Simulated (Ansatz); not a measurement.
Compare A (`B[O][AlH][CH3]`) with its isomer B (`B[CH2][AlH][OH]`).

Program: Ansatz. Geometries: PBE0-D4/def2-TZVP. ΔE: electronic, gas phase. CCSD(T)/CBS adds triple-zeta CCSD(T) − MP2 to the extrapolated MP2 energy (def2 sets, frozen cores). Functionals use def2-TZVPP. B3LYP here is the variant with VWN-RPA as its local correlation; programs differ in this. One conformer a species, not always the lowest.

(1) Which is lower in electronic energy at CCSD(T)/CBS, and by how much? (An estimate is asked.)

(2) Give E(B) − E(A) in kJ/mol with HF/def2-TZVPP, CCSD(T)/def2-SVP, CCSD(T)/def2-TZVPP, B2PLYP, B3LYP-D4, B3LYP, ωB97M-V. (Estimate.)

(3) Does the order hold for the free energy at 298.15 K (harmonic terms from PBE0-D4)? (Estimate.)

Largest T1 diagnostic: 0.013.

Answers

(1) The calculation gave: A, by 100.8 kJ/mol.

(2) Ansatz gave: HF/def2-TZVPP 124.8, CCSD(T)/def2-SVP 120.1, CCSD(T)/def2-TZVPP 102.1, B2PLYP 108.3, B3LYP-D4 108.5, B3LYP 110.9, ωB97M-V 102.6. None reverses the order clearly.

(3) The calculation gave: Yes: G(B) − G(A) = +104.7 kJ/mol, for one conformer each. Modes under 60 cm⁻¹, often nearly free rotors, make the harmonic entropy too high.

In def2-TZVPP, CCSD(T) changes the Hartree–Fock value by −22.7 kJ/mol (the triples alone add −3.0 kJ/mol) and MP2 by −24.5 kJ/mol. At CCSD(T), def2-SVP lies +19.3 kJ/mol from the extrapolated value and def2-TZVPP +1.3 kJ/mol.
